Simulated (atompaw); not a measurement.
N: PAW (atompaw) pseudisation with PBE, scalar-relativistic reference atom.

nitrogen, PAW, made with atompaw 4.2.0.5 (PBE, scalar-relativistic). Core [He], reference 2s2 2p2 (charge +1). Waves: 2s (bound); 2s channel at -1.75 Ry; 2p (bound); 2p channel at 1.45 Ry; 3d channel at -0.05 Ry; 3d channel at 1.45 Ry. Local part: ultrasoft scheme with l = 3 at 0.5 Ry, radius 2.05 bohr. Core correction: smooth core density matched at 1.75 bohr. Augmentation charge: besselshape compensation charge, radius 2.45 bohr; PAW radius 2.60 bohr; waves and projectors: bloechl.

All-electron outer shells of the reference configuration (PBE, scalar-relativistic, ld1.x):

```tsv
shell	level (eV)	outermost node (bohr)	outermost maximum (bohr)
2s	-32.46	0.32	0.99
2p	-20.69	–	0.92
```

What the tests gave:

| Quantity | Value |
| --- | --- |
| Cutoffs needed | 18 Ry and 25 Ry (the cutoffs (Ry, on a coarse ladder) from which the occupation-weighted sum of valence levels, in a spherical-Bessel basis at the reference potential, stays within 10 and 1 mRy of its value at 400 Ry) |
| Ghost test | no extra level below or beside the all-electron valence levels (s, p, d, f tested) (spherical-Bessel basis up to 400 Ry, 20 bohr box) |
| Lowest eigenvalue of the overlap operator | 0.08 (d channel) |
| Overlap eigenvalues printed by atompaw (projector basis) | 0.164, 0.192, 0.949, 1.02, 2.38, 4.79 |
| Share of each valence orbital outside the PAW sphere | 2s 2 %, 2p 4 % |

Generation and tests took about 0.45 s on one core of a shared server CPU.
